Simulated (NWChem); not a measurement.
System: CdS; SMILES [Cd]=[S]

The following NWChem deck was run.

```
start job
memory heap 200 mb stack 900 mb global 1100 mb
geometry units angstroms
  Cd     0.000000     0.000000    -0.568727
  S      0.000000     0.000000     1.687126
end
basis spherical
  Cd library 3-21g
  S library 3-21g
end
dft
  xc b3lyp
  iterations 150
end
driver
  maxiter 120
end
task dft optimize
task dft freq
```

Parts of the log:

```
             Northwest Computational Chemistry Package (NWChem) 7.3.0
             --------------------------------------------------------

 ORDER OF PRIMARY AXIS IS BEING SET TO 4
 C4V symmetry detected

                             Geometry "geometry" -> ""
                             -------------------------

 Output coordinates in angstroms (scale by  1.889725989 to convert to a.u.)

  No.       Tag          Charge          X              Y              Z
 ---- ---------------- ---------- -------------- -------------- --------------
    1 Cd                  48.0000     0.00000000     0.00000000    -0.56396325
    2 S                   16.0000     0.00000000     0.00000000     1.69188975

 Effective nuclear repulsion energy (a.u.)     180.1571854335

      Symmetry information
      --------------------

 Group name             C4v
 Group number             18
 Group order               8
 No. of unique centers     2

                                Z-matrix (autoz)
                                --------

 Units are Angstrom for bonds and degrees for angles

      Type          Name      I     J     K     L     M      Value
      ----------- --------  ----- ----- ----- ----- ----- ----------
    1 Stretch                  1     2                       2.25585

                           NWChem Geometry Optimization
                           ----------------------------

 maximum gradient threshold         (gmax) =   0.000450
 rms gradient threshold             (grms) =   0.000300
 maximum cartesian step threshold   (xmax) =   0.001800
 rms cartesian step threshold       (xrms) =   0.001200
 fixed trust radius                (trust) =   0.300000
 source of zmatrix                         =   autoz

          -------------------
          Energy Minimization
          -------------------

 Using diagonal initial Hessian
 Scaling for Hessian diagonals: bonds = 1.00  angles = 0.25  torsions = 0.10

          --------
          Step   0

                                 NWChem DFT Module
                                 -----------------

 Summary of "ao basis" -> "ao basis" (spherical)
 ------------------------------------------------------------------------------
       Tag                 Description            Shells   Functions and Types
 ---------------- ------------------------------  ------  ---------------------
 Cd                          3-21g                  14       36   6s5p3d
 S                           3-21g                   7       13   4s3p

      Symmetry analysis of basis
      --------------------------

        a1         21
        a2          0
        b1          3
        b2          3
        e          22

            General Information
            -------------------
          SCF calculation type: DFT
          Wavefunction type:  closed shell.
          No. of atoms     :     2
          No. of electrons :    64
           Alpha electrons :    32
            Beta electrons :    32
          Charge           :     0
          Spin multiplicity:     1
          Use of symmetry is: on ; symmetry adaption is: on
          Maximum number of iterations: 150
          AO basis - number of functions:    49
                     number of shells:    21
          Convergence on energy requested:  1.00D-06
          Convergence on density requested:  1.00D-05
          Convergence on gradient requested:  5.00D-04

              XC Information
              --------------
                         B3LYP Method XC Potential
                     Hartree-Fock (Exact) Exchange  0.200
                        Slater Exchange Functional  0.800 local
                    Becke 1988 Exchange Functional  0.720 non-local
              Lee-Yang-Parr Correlation Functional  0.810
                  VWN I RPA Correlation Functional  0.190 local

             Grid Information
             ----------------
          Grid used for XC integration:  medium
          Radial quadrature: Mura-Knowles
          Angular quadrature: Lebedev.
          Tag              B.-S. Rad. Rad. Pts. Rad. Cut. Ang. Pts.
          ---              ---------- --------- --------- ---------
          Cd                  1.55      123           8.0       590
          S                   1.00       88          10.0       590
          Grid pruning is: on
          Number of quadrature shells:   211
          Spatial weights used:  Erf1

      Superposition of Atomic Density Guess
      -------------------------------------

 Sum of atomic energies:       -5835.37098427

      Non-variational initial energy
      ------------------------------

 Total energy =   -5835.505020
 1-e energy   =   -8426.836311
 2-e energy   =    2411.174106
 HOMO         =      -0.307542
 LUMO         =      -0.133571

      Symmetry analysis of molecular orbitals - initial
      -------------------------------------------------

 !! scf_movecs_sym_adapt:    6 vectors were symmetry contaminated

  Symmetry fudging

 !! scf_movecs_sym_adapt:    6 vectors were symmetry contaminated

  Numbering of irreducible representations:

     1 a1          2 a2          3 b1          4 b2          5 e

  Orbital symmetries:

     1 a1          2 a1          3 a1          4 e           5 e
     6 a1          7 a1          8 a1          9 e          10 e
    11 a1         12 e          13 e          14 b1         15 b2
    16 a1         17 a1         18 e          19 e          20 a1
    21 a1         22 e          23 e          24 a1         25 e
    26 e          27 b1         28 b2         29 a1         30 a1
    31 e          32 e          33 a1         34 e          35 e
    36 a1         37 a1         38 e          39 e          40 a1
    41 a1         42 e

   convergence    iter        energy       DeltaE   RMS-Dens  Diis-err
 ---------------- ----- ----------------- --------- --------- ---------
 d= 0,ls=0.0,diis     1  -5838.4399199192 -6.02D+03  6.41D-02  4.52D-01
 d= 0,ls=0.0,diis     2  -5836.6722363228  1.77D+00  4.79D-02  7.06D+00
 d= 0,ls=0.0,diis     3  -5838.5441137238 -1.87D+00  4.03D-03  2.16D-02
 d= 0,ls=0.0,diis     4  -5838.5481342403 -4.02D-03  1.16D-03  3.42D-03
 d= 0,ls=0.0,diis     5  -5838.5487986307 -6.64D-04  3.03D-04  1.12D-04
  Resetting Diis
 d= 0,ls=0.0,diis     6  -5838.5488043717 -5.74D-06  1.02D-04  2.90D-05
 d= 0,ls=0.0,diis     7  -5838.5488110067 -6.63D-06  9.50D-05  7.69D-07
 d= 0,ls=0.0,diis     8  -5838.5488091486  1.86D-06  6.40D-05  8.71D-06
 d= 0,ls=0.0,diis     9  -5838.5488112326 -2.08D-06  7.25D-06  4.14D-08
 d= 0,ls=0.0,diis    10  -5838.5488112458 -1.31D-08  5.01D-07  2.54D-10

         Total DFT energy =    -5838.548811245751
      One electron energy =    -8424.109839017094
           Coulomb energy =     2582.011530605346
    Exchange-Corr. energy =     -176.607688267527
 Nuclear repulsion energy =      180.157185433523

 Numeric. integr. density =       63.999999578384

                  Occupations of the irreducible representations
                  ----------------------------------------------

                     irrep           alpha         beta
                     --------     --------     --------
                     a1               14.0         14.0
                     a2                0.0          0.0
                     b1                2.0          2.0
                     b2                2.0          2.0
                     e                14.0         14.0

                       DFT Final Molecular Orbital Analysis
                       ------------------------------------

 Vector   30  Occ=2.000000D+00  E=-2.884035D-01  Symmetry=a1
              MO Center= -3.9D-16, -2.5D-14,  6.0D-01, r^2= 3.5D+00
   Bfn.  Coefficient  Atom+Function         Bfn.  Coefficient  Atom+Function
  ----- ------------  ---------------      ----- ------------  ---------------
    14      0.717874  1 Cd s                 45     -0.364711  2 S  pz
    10     -0.293105  1 Cd s                 46     -0.252430  2 S  s
    49     -0.243477  2 S  pz                41      0.176636  2 S  pz
     6      0.131278  1 Cd s                 42     -0.123473  2 S  s
    38      0.105503  2 S  s                 29     -0.085593  1 Cd d  0

 Vector   31  Occ=2.000000D+00  E=-2.161579D-01  Symmetry=e
              MO Center=  5.8D-14, -5.6D-13,  1.5D+00, r^2= 2.0D+00
   Bfn.  Coefficient  Atom+Function         Bfn.  Coefficient  Atom+Function
  ----- ------------  ---------------      ----- ------------  ---------------
    44      0.523922  2 S  py                48      0.507985  2 S  py
    40     -0.251341  2 S  py                16      0.182912  1 Cd py
    12     -0.088400  1 Cd py                28     -0.088830  1 Cd d -1
    20      0.060327  1 Cd py                43     -0.053901  2 S  px
    47     -0.052262  2 S  px                 8      0.041051  1 Cd py

 Vector   32  Occ=2.000000D+00  E=-2.161579D-01  Symmetry=e
              MO Center= -1.2D-13, -1.2D-14,  1.5D+00, r^2= 2.0D+00
   Bfn.  Coefficient  Atom+Function         Bfn.  Coefficient  Atom+Function
  ----- ------------  ---------------      ----- ------------  ---------------
    43      0.523922  2 S  px                47      0.507985  2 S  px
    39     -0.251341  2 S  px                15      0.182912  1 Cd px
    11     -0.088400  1 Cd px                30      0.088830  1 Cd d  1
    19      0.060327  1 Cd px                44      0.053901  2 S  py
    48      0.052262  2 S  py                 7      0.041051  1 Cd px

 Vector   33  Occ=0.000000D+00  E=-1.534603D-01  Symmetry=a1
              MO Center=  2.2D-13, -5.8D-14, -3.6D-01, r^2= 4.9D+00
   Bfn.  Coefficient  Atom+Function         Bfn.  Coefficient  Atom+Function
  ----- ------------  ---------------      ----- ------------  ---------------
    17     -0.459933  1 Cd pz                14      0.420660  1 Cd s
    45      0.364220  2 S  pz                49      0.322673  2 S  pz
    18      0.297477  1 Cd s                 13      0.206216  1 Cd pz
    41     -0.173701  2 S  pz                10     -0.163634  1 Cd s
     9     -0.095262  1 Cd pz                29      0.090814  1 Cd d  0

[...]

      ----------------------
      Optimization converged
      ----------------------

  Step       Energy      Delta E   Gmax     Grms     Xrms     Xmax
  ---- ---------------- -------- -------- -------- -------- --------
@    3   -5838.55153793 -1.4D-08  0.00000  0.00000  0.00018  0.00030
                                     ok       ok       ok       ok

                                Z-matrix (autoz)
                                --------

 Units are Angstrom for bonds and degrees for angles

      Type          Name      I     J     K     L     M      Value     Gradient
      ----------- --------  ----- ----- ----- ----- ----- ---------- ----------
    1 Stretch                  1     2                       2.36416   -0.00000

                         Geometry "geometry" -> "geometry"
                         ---------------------------------

 Output coordinates in angstroms (scale by  1.889725989 to convert to a.u.)

  No.       Tag          Charge          X              Y              Z
 ---- ---------------- ---------- -------------- -------------- --------------
    1 Cd                  48.0000     0.00000000     0.00000000    -0.61811763
    2 S                   16.0000     0.00000000     0.00000000     1.74604413

 Effective nuclear repulsion energy (a.u.)     171.9036887254

      Symmetry information
      --------------------

 Group name             C4v
 Group number             18
 Group order               8
 No. of unique centers     2

                Final and change from initial internal coordinates
                --------------------------------------------------

                                Z-matrix (autoz)
                                --------

 Units are Angstrom for bonds and degrees for angles

      Type          Name      I     J     K     L     M      Value       Change
      ----------- --------  ----- ----- ----- ----- ----- ---------- ----------
    1 Stretch                  1     2                       2.36416    0.10831

 ==============================================================================
                                internuclear distances
 ------------------------------------------------------------------------------
       center one      |      center two      | atomic units |  angstroms
 ------------------------------------------------------------------------------
    2 S                |   1 Cd               |     4.46762  |     2.36416
 ------------------------------------------------------------------------------
                         number of included internuclear distances:          1
 ==============================================================================

[second-derivative integrals and response iterations left out]

  Vibrational analysis via the FX method

  See chapter 2 in "Molecular Vibrations" by Wilson, Decius and Cross

  Vib: Default input used

 ---------------------------- Atom information ----------------------------
     atom    #        X              Y              Z            mass
 --------------------------------------------------------------------------
    Cd       1  0.0000000D+00  0.0000000D+00 -1.1680729D+00  1.1390360D+02
    S        2  0.0000000D+00  0.0000000D+00  3.2995450D+00  3.1972070D+01
 --------------------------------------------------------------------------

[unprojected Hessian and modes left out]

        Vibrational analysis via the FX method
  --- with translations and rotations projected out ---
  --- via the Eckart algorithm                      ---
 Dependent rotation vector no.                    3
  found in ECKART; assuming linear geometry
 Projected Nuclear Hessian trans-rot subspace norm:1.9259D-34
                         (should be close to zero!)

[projected Hessian left out]

 Rotational Constants
 --------------------
 A=   0.000000 cm-1  (  0.000000 K)
 B=   0.120815 cm-1  (  0.173822 K)
 C=   0.120815 cm-1  (  0.173822 K)

 Temperature                      =   298.15K
 frequency scaling parameter      =   1.0000

 Linear Molecule

 Zero-Point correction to Energy  =    0.488 kcal/mol  (  0.000778 au)
 Thermal correction to Energy     =    2.201 kcal/mol  (  0.003508 au)
 Thermal correction to Enthalpy   =    2.793 kcal/mol  (  0.004451 au)

 Total Entropy                    =   58.808 cal/mol-K
   - Translational                =   40.825 cal/mol-K (mol. weight = 145.8757)
   - Rotational                   =   16.779 cal/mol-K (symmetry #  =        1)
   - Vibrational                  =    1.204 cal/mol-K

 Cv (constant volume heat capacity) =    6.557 cal/mol-K
   - Translational                  =    2.979 cal/mol-K
   - Rotational                     =    1.986 cal/mol-K
   - Vibrational                    =    1.592 cal/mol-K

[normal modes left out]

 ----------------------------------------------------------------------------
 Normal Eigenvalue ||           Projected Infra Red Intensities
  Mode   [cm**-1]  || [atomic units] [(debye/angs)**2] [(KM/mol)] [arbitrary]
 ------ ---------- || -------------- ----------------- ---------- -----------
    1        0.000 ||    0.002775           0.064         2.705       6.342
    2        0.000 ||    0.002775           0.064         2.705       6.342
    3        0.000 ||    0.009887           0.228         9.638      22.593
    4        0.000 ||    0.009887           0.228         9.638      22.593
    5        0.000 ||    0.000000           0.000         0.000       0.000
    6      341.588 ||    0.000932           0.022         0.909       2.131
 ----------------------------------------------------------------------------
```

Level: B3LYP/3-21G, non-relativistic. B3LYP is NWChem's, with the RPA form of VWN correlation.
